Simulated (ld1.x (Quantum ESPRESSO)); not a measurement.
**Which change was made? (Cs, ultrasoft)**

ld1.x (Quantum ESPRESSO) 7.5 input, shortened:

```
&input
   title='Cs', zed=55., rel=1, dft='PZ', iswitch=3,
   config='[Xe] 5d0 6s1 6p0'
 /
 &inputp
   pseudotype=3, tm=.true., lloc=-1, rcloc=3.35,
   nlcc=.true.,
   which_augfun='PSQ', rmatch_augfun_nc=.true.
 /
6
5S  1  0   2.00   0.00  2.25  2.80  0.0
6S  2  0   1.00   0.00  2.25  2.80  0.0
5P  2  1   6.00   0.00  3.20  3.40  0.0
6P  3  1   0.00   0.00  3.20  3.40  0.0
5D  3  2   0.00   0.00  3.20  4.30  0.0
5D  3  2   0.00   1.20  3.20  4.30  0.0
 &test
   configts(1)='5s2 5p6 5d0 6s1 6p0'
 /
```

Cutoffs, loose and tight: the cutoffs (Ry, on a coarse ladder) from which the occupation-weighted sum of valence levels, in a spherical-Bessel basis at the reference potential, stays within 10 and 1 mRy of its value at 400 Ry. They do not see the model core or the augmentation charge, which bear on the density cutoff. Test errors are all-electron minus pseudo excitation energies from the reference, over the configurations 5s2 5p6 5d0 6s0 6p0; 5s2 5p6 5d0 6s0.5 6p0; 5s2 5p6 5d0 6s0 6p1; 5s2 5p6 5d0.5 6s0.5 6p0; 5s1 5p6 5d0 6s1 6p0; 5s2 5p6 5d1 6s0 6p0; 5s2 5p5 5d0 6s1 6p0 (two spin-polarised tests are not counted in the largest error); variants that change the core or the reference have their own tests. The largest error is taken over the tests solved by every variant that gives reliable tests at all, those not shown here included: 5s2 5p6 5d0 6s0 6p0; 5s2 5p6 5d0 6s0 6p1; 5s2 5p6 5d0 6s0.5 6p0; 5s2 5p6 5d0.5 6s0.5 6p0.

The base gives: outcome: generated, overlap not positive; bound ghosts: not determined (overlap not positive); largest test error (meV): -9.7.

(1) After one change the result is: outcome: failed: chargeps: negative rho. Which change was it?
A. type PAW; local potential all-electron potential smoothed inside 3.80 bohr (lloc = -1); augmentation PSQ, radius 2.05 bohr
B. waves 5s (bound): rcut 1.94, rcutus 2.06 bohr; 6s (bound): rcut 1.94, rcutus 2.06 bohr
C. waves 5p (bound): rcut 2.26, rcutus 2.40 bohr; 6p (bound): rcut 2.26, rcutus 2.40 bohr

Results:

(1) C. The others give: waves 5s (bound): rcut 1.94, rcutus 2.06 bohr; 6s (bound): rcut 1.94, rcutus 2.06 bohr → outcome: generated; cutoff, loose: 8 Ry; cutoff, tight: 15 Ry; bound ghosts: none; largest test error (meV): -4.3 | type PAW; local potential all-electron potential smoothed inside 3.80 bohr (lloc = -1); augmentation PSQ, radius 2.05 bohr → outcome: failed: new_paw_hamiltonian: negative rho. A file whose overlap is not positive is unfit for use, and its test errors describe a broken file.
